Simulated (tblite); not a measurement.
C₅H₉Si (doublet state).
SMILES: `C[Si@H]1[CH]CC=C1`

All values are computed: GFN2-xTB (tblite) harmonic vibrations without scaling, gas phase. Errors from tens to a few hundred cm⁻¹ against measured bands are possible. Modes of hydrogen on silicon can be 10 to 20 % off. Open shells enter through the occupations alone, without spin polarisation, and single modes of such species can be off by tens of per cent.

Harmonic wavenumbers (cm⁻¹): 106.3, 107.7, 143.3, 223.0, 339.7, 436.5, 458.3, 555.7, 644.3, 647.1, 686.6, 712.1, 771.9, 808.1, 844.2, 854.4, 868.5, 917.6, 950.4, 1064.7, 1077.4, 1112.0, 1228.5, 1287.9, 1313.5, 1362.0, 1417.3, 1487.7, 1491.3, 1648.0, 2127.5, 2840.5, 2888.3, 3037.0, 3043.2, 3045.4, 3048.1, 3089.2, 3094.6.

A = 5403, B = 2268, C = 1853 MHz; mass 97.047 u (most abundant isotopes); point group C1, symmetry number 1; spin multiplicity 2.

Zero-point energy?

Half the sum of the wavenumbers: 25890 cm⁻¹ = 74.02 kcal/mol.

Entropy at 298.15 K, 1 bar (ideal gas, RRHO, classical rotation)?

Translation 39.65, rotation 27.05, vibration 17.60, spin (R ln 2) 1.38: S = 85.7 cal/(mol K).

And Cp and H(298.15 K) − H(0)?

Cp = 30.27 cal/(mol K), of which vibrations give 22.32 (their classical limit is 39 R = 77.5); H(298.15 K) − H(0) = 5.39 kcal/mol without the zero-point energy, 3.02 from vibrations.

Blend soft modes into free rotors: weight 1/[1 + (100 cm⁻¹/ν̃)⁴] for the oscillator and the rest for a rotor with moment μB/(μ + B), μ = h/(8π²ν), B = 10⁻⁴⁴ kg m². What vibrational entropy results?

17.10 cal/(mol K) in place of 17.60, which changes −T·S at 298.15 K by +0.15 kcal/mol.

What must be added to the electronic energy to get the Gibbs energy at 298.15 K and 1 bar?

ZPE + [H(298.15 K) − H(0)] − T·S = 74.02 + 5.39 − 25.55 = 53.86 kcal/mol.

Which modes carry the vibrational entropy at 298.15 K?

106.3 cm⁻¹: 3.34; 107.7 cm⁻¹: 3.31; 143.3 cm⁻¹: 2.76; 223.0 cm⁻¹: 1.93; 339.7 cm⁻¹: 1.21; 436.5 cm⁻¹: 0.84 cal/(mol K); the other 33 give 4.21 together.

Hindered rotation and anharmonicity are outside this model. The structure is chiral; the term R ln 2 for an equal mix with its mirror image is left out.

On one thread, Arm Neoverse V1 (aarch64), shared host, this took 0.44 s. This covers the Hessian and the dipole derivatives.
